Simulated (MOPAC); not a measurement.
MOPAC input (PM3):

```
PM3 1SCF CHARGE=-1 GEO-OK AUX(PRECISION=9) THREADS=1
H4ClSi2

Si   -1.97797700 1   -0.16213000 1   -0.39471300 1
Si    0.20433100 1   -0.66023900 1    0.31652900 1
Cl    1.65471100 1    0.90133100 1   -0.07556100 1
H    -2.35721600 1   -1.56712200 1    0.11288700 1
H    -2.31764100 1    0.53405500 1    0.92789600 1
H     0.82426800 1   -1.81919700 1   -0.40917200 1
H     0.55154000 1   -0.95718700 1    1.74749300 1
```

From the output:

```
                                                       MOPAC v23.2.5 Linux

          FINAL HEAT OF FORMATION =        -51.14011 KCAL/MOL =    -213.97020 KJ/MOL

          COSMO AREA              =        134.58 SQUARE ANGSTROMS
          COSMO VOLUME            =        129.23 CUBIC ANGSTROMS

          IONIZATION POTENTIAL    =          3.384458 EV
          HOMO LUMO ENERGIES (EV) =         -3.384  2.990
          NO. OF FILLED LEVELS    =         10
          MOLECULAR WEIGHT        =         95.6556         POINT GROUP:  C1

          MOLECULAR DIMENSIONS (Angstroms)

            Atom       Atom       Distance
            H     4   Cl     3     4.71427
            H     6    H     5     3.86806
           Si     1    H     7     2.74764

          SCF CALCULATIONS        =          1

   ATOM   CHEMICAL          X               Y               Z
  NUMBER   SYMBOL      (ANGSTROMS)     (ANGSTROMS)     (ANGSTROMS)

     1      Si         -1.97797700  *  -0.16213000  *  -0.39471300  *
     2      Si          0.20433100  *  -0.66023900  *   0.31652900  *
     3      Cl          1.65471100  *   0.90133100  *  -0.07556100  *
     4       H         -2.35721600  *  -1.56712200  *   0.11288700  *
     5       H         -2.31764100  *   0.53405500  *   0.92789600  *
     6       H          0.82426800  *  -1.81919700  *  -0.40917200  *
     7       H          0.55154000  *  -0.95718700  *   1.74749300  *

                             CARTESIAN COORDINATES

   1   Si       -1.977977000    -0.162130000    -0.394713000
   2   Si        0.204331000    -0.660239000     0.316529000
   3   Cl        1.654711000     0.901331000    -0.075561000
   4    H       -2.357216000    -1.567122000     0.112887000
   5    H       -2.317641000     0.534055000     0.927896000
   6    H        0.824268000    -1.819197000    -0.409172000
   7    H        0.551540000    -0.957187000     1.747493000

           Empirical Formula: H4 Si2 Cl  =     7 atoms

      MOLECULAR POINT GROUP   :   C1

                  EIGENVALUES
 -50.77163 -12.34559 -10.81208  -8.78228  -8.30038  -6.96711  -6.49940  -5.98197
  -4.96734  -3.38446   2.99009   3.98789   5.28030   5.52952   6.18841   6.37713

              NET ATOMIC CHARGES AND DIPOLE CONTRIBUTIONS

  ATOM NO.   TYPE          CHARGE      No. of ELECS.   s-Pop       p-Pop
    1         Si          -0.301121        4.3011     1.66844     2.63268
    2         Si           0.300177        3.6998     1.14398     2.55584
    3         Cl          -0.388923        7.3889     1.97373     5.41519
    4          H          -0.151837        1.1518     1.15184
    5          H          -0.157265        1.1573     1.15726
    6          H          -0.145113        1.1451     1.14511
    7          H          -0.155919        1.1559     1.15592
 DIPOLE           X         Y         Z       TOTAL
 POINT-CHG.     2.824     0.575    -0.763     2.981
 HYBRID         1.928    -1.785     3.700     4.538
 SUM            4.752    -1.210     2.937     5.716

          ATOMIC ORBITAL ELECTRON POPULATIONS

     Atom    s        px        py        pz
    1 Si   1.66844   0.72993   0.87867   1.02409
    2 Si   1.14398   0.95796   0.74148   0.85640
    3 Cl   1.97373   1.73372   1.71008   1.97139
    4  H   1.15184
    5  H   1.15726
    6  H   1.14511
    7  H   1.15592

 **********************
 *                    *
 * JOB ENDED NORMALLY *
 *                    *
 **********************

 == MOPAC DONE ==
```

The dipole moment of an ion depends on the origin.

The geometry given is a B3LYP-D3(BJ)/def2-TZVP minimum.
